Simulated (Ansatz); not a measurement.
Consider the ligand exchange at the Si–O bond: `[SiH3]O[AsH2]` + `[OH][Cd][O][SiH3]` → `[SiH3][O][Cd][O][SiH3]` + `O[AsH2]`.

Calculated with Ansatz (gas phase, PBE0-D4/def2-TZVP geometries, no zero-point term in ΔE). CCSD(T)/CBS is the MP2 limit (def2-TZVPP, def2-QZVPP) plus CCSD(T) − MP2 in def2-TZVPP, frozen cores. Functionals use def2-TZVPP. HSE06 is defined as in plane-wave codes. Elements past krypton have def2 core potentials. For As, Cd outer-core shells are correlated without core-valence functions, which leaves a few kJ/mol of doubt a bond. Scalar relativity is left out up to krypton. One conformer a species, not always the lowest.

```csv
level,ΔE (kJ/mol)
HSE06,-13.7
MP2/def2-QZVPP,-11.9
```

(1) What does CCSD(T)/CBS give? (Best estimate.)

Largest T1 diagnostic among the species: 0.016.

## Answers

(1) The calculation gave: -12.1 kJ/mol. The listed levels differ from it by -1.6, 0.2 kJ/mol.

From PBE to PBE0 (25 % exact exchange), in def2-TZVPP and without D4, ΔE moves by −3.9 kJ/mol. In def2-TZVPP, CCSD(T) changes the Hartree–Fock value by +5.9 kJ/mol (the triples alone add +0.8 kJ/mol) and MP2 by +7.1 kJ/mol. Leaving LDA and LC-ωPBE aside and taking each functional with its dispersion term where it has one, the values, not all of them listed here, spread over 8.2 kJ/mol, from PBE-QIDH to BLYP-D4.
